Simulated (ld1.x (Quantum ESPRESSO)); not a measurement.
# Configuration tests for Ga (Z = 31) (PAW)

| Property | Result |
| --- | --- |
| Element | gallium |
| Generator | ld1.x (Quantum ESPRESSO) 7.5 |
| Type | PAW |
| Functional | PBE |
| Relativity | fully relativistic |
| Frozen core | [Ar] |
| Valence charge | 13 |
| Reference configuration | 3d10 4s2 4p1 |
| Partial waves | 4s (bound): rcut 1.35, rcutus 1.80 bohr; 4s channel at 2 Ry: rcut 1.35, rcutus 1.80 bohr; 4p (bound): rcut 1.50, rcutus 2.05 bohr; 4p channel at 0.45 Ry: rcut 1.50, rcutus 2.05 bohr; 3d (bound): rcut 1.15, rcutus 1.40 bohr; 3d channel at -0.95 Ry: rcut 1.15, rcutus 1.40 bohr |
| Local potential | all-electron potential smoothed inside 1.95 bohr (lloc = -1) |
| Core correction | a·sin(br)/r model core, default radius (core density twice the valence density) |
| Augmentation charge | BESSEL, radius 1.20 bohr |

Open shells are filled in proportion to 2j + 1 (rel_dist='average').

Energies are relative to the spin-unpolarised reference configuration 3d10 4s2 4p1; without spin polarisation the order of configurations can differ from experiment.

```csv
valence configuration,charge,ΔE all-electron (eV),error AE − PS (meV)
3d10 4s2 4p0,+1,5.690,-0.1
3d10 4s0 4p0,+3,58.090,-9.6
3d10 4s2 4p1.3,-0.3,-0.534,0.0
3d10 4s1 4p1,+1,13.060,-0.9
3d9 4s2 4p2,0,20.312,-230
3d10 4s2 4p0.5,+0.5,2.031,0.0
```

**Question.** What are ΔE and the potential's error for 3d10 4s1 4p0?

**Answer.** ΔE = 26.818 eV all-electron; the error (AE − PS) is -2.0 meV.

Levels in the configuration 3d10 4s1 4p0:

```csv
level,all-electron (eV),pseudo (eV)
3d j=3/2,-39.633,-39.622
3d j=5/2,-39.167,-39.157
4s j=1/2,-26.067,-26.071
```

The ghost test of this file was not conclusive.
